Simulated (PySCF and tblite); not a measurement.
Values are calculated unless marked as measured or tabulated.
# Barrier and rate of a rotation

System: C₇H₆F (charge +1), numbered as in [CH:1]#[C:2][C+:3]([CH:4]=[CH2:5])[C:6](=[CH2:7])[F:8].

Motion: rotation about the C4–C3 bond (torsion C5–C4–C3–C2 from 0° to 180°, rising). The path came from a restrained scan, a climbing-image band and a saddle search at GFN2-xTB; energies are PBE0/pcSseg-1 + D3(BJ)//GFN2-xTB, thermal terms GFN2-xTB. Rates follow Eyring's equation with the number of equivalent paths and no tunnelling. (PySCF 2.14 with density fitting, tblite 0.8.)

```json
{"point": "start", "symmetry": "Cs", "E(GFN2) kcal/mol": "0.0", "E(DFT) kcal/mol": "0.0", "ZPE change kcal/mol": "0.00", "lowest mode cm⁻¹": "65"}
{"point": "saddle", "symmetry": "C1", "E(GFN2) kcal/mol": "10.7", "E(DFT) kcal/mol": "17.0", "ZPE change kcal/mol": "-1.12", "lowest mode cm⁻¹": "311i"}
{"point": "end", "symmetry": "Cs", "E(GFN2) kcal/mol": "1.3", "E(DFT) kcal/mol": "2.1", "ZPE change kcal/mol": "0.01", "lowest mode cm⁻¹": "31"}
```

| Quantity | Value |
| --- | --- |
| Electronic barrier | 17.1 kcal/mol |
| Barrier with zero-point energy | 15.9 kcal/mol |
| ΔH‡ (298 K) | 15.7 kcal/mol |
| ΔS‡ (298 K, symmetry apart) | -1.5 cal/(mol K) |
| Paths | 2 equivalent paths |
| End point | a different minimum |
| Mean lifetime of the start against this motion at 298 K | 54 ms |
| Cost | 54 s on 1 thread of Arm Neoverse V2, on a host shared with other jobs (rough), peak memory 0.78 GiB, launched as `OMP_NUM_THREADS=1 python ens_run.py task.json out` |

| T/K | ΔG‡ kcal/mol | k s⁻¹ | ΔG kcal/mol | k back s⁻¹ |
| --- | --- | --- | --- | --- |
| 150 | 16.0 | 3.2×10⁻¹¹ | 2.1 | 3.4×10⁻⁸ |
| 200 | 16.0 | 2.6×10⁻⁵ | 2.1 | 0.0047 |
| 250 | 16.1 | 0.092 | 2.1 | 5.9 |
| 298 | 16.1 | 19 | 2.1 | 601 |
| 350 | 16.2 | 1120 | 2.1 | 2.2×10⁴ |
| 400 | 16.3 | 2.1×10⁴ | 2.1 | 2.8×10⁵ |
| 500 | 16.4 | 1.4×10⁶ | 2.1 | 1.1×10⁷ |

ΔG and ΔG‡ leave out symmetry numbers and mirror images; rates count paths: 2 out, 2 back.

The ion is treated without a counter-ion.
